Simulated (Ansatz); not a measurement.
Ansatz (an electronic-structure program) input (PBE0/def2-SVP):

Ansatz 0.2 input:
```yaml
crystal:
  periodic: [false, false, false]
  atoms:
    - {symbol: N, position_ang: [-0.27340706, -0.50829171, 1.63165437]}
    - {symbol: Si, position_ang: [-0.04455512, -0.01683988, 0.07924591]}
    - {symbol: O, position_ang: [1.55635475, -0.41356845, -0.30513611]}
    - {symbol: O, position_ang: [-0.24018252, 1.61988951, -0.30230777]}
    - {symbol: O, position_ang: [-0.95616579, -0.64786400, -1.19874924]}
    - {symbol: H, position_ang: [-1.19982292, -0.39948419, 2.02912742]}
    - {symbol: H, position_ang: [1.91272201, -0.78219007, 0.51017219]}
    - {symbol: H, position_ang: [-0.09603687, 2.11366343, 0.50908210]}
    - {symbol: H, position_ang: [-0.95929248, -1.60584526, -1.12985991]}
basis:
  gaussian:
    orbitals: def2-SVP
hamiltonian:
  xc: {name: PBE0}
total_charge: -1
```

End of the output:

```
integrals: 0.04 GiB planned
1029 factors; their error is unknown
0.16 GiB of the device are held for the grids
0.32 GiB of device memory are held for the factors and their scratch space
mean field: 0.26 GiB planned
mean field evaluation 1: about -15549.9791 eV, gradient 6.4e1 eV
mean field evaluation 2: about -15539.2870 eV, gradient 9.1e1 eV
mean field evaluation 4: about -15557.7663 eV, gradient 3.7e0 eV
mean field evaluation 8: about -15557.7885 eV, gradient 5.8e-2 eV
mean field evaluation 16: about -15557.8522 eV, gradient 1.9e-5 eV
mean field -15557.85223286 eV, -571.7405240667 hartree, gradient 1.9e-5 eV, S^2 0.000000; 0 other end points of the search recorded, 0 dependent functions left out
reference -15557.85225616 eV, -571.7405249228 hartree; 25, 25 occupied and 69, 69 virtual orbitals, 1029 factors
Total energy: -15557.85225616 eV, -571.7405249228 hartree
```

It need not be the lowest isomer of its formula. Whether it binds its extra electron was not tested at this geometry.
